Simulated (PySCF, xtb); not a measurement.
B2F3, SMILES [B](B(F)F)F (connectivity only; charge and spin as stated), charge +1, multiplicity 1. The values are those of a single conformer.

Harmonic wavenumbers (cm⁻¹) from xtb with GFN2-xTB at its own minimum, in rising order: 67, 149, 310, 424, 487, 502, 1151, 1487, 1822.

### Question
What does PBE0-D3(BJ)/def2-SVP run with PySCF 2.14.0 give at its own minimum? (An estimate is asked for; the answer gives what the named calculation found.)

### Answer
126, 247, 367, 466, 587, 620, 1230, 1647, 1780. Paired by order, the mean absolute difference is 84 cm⁻¹ and the zero-point energies are 9.1 and 10.1 kcal/mol.
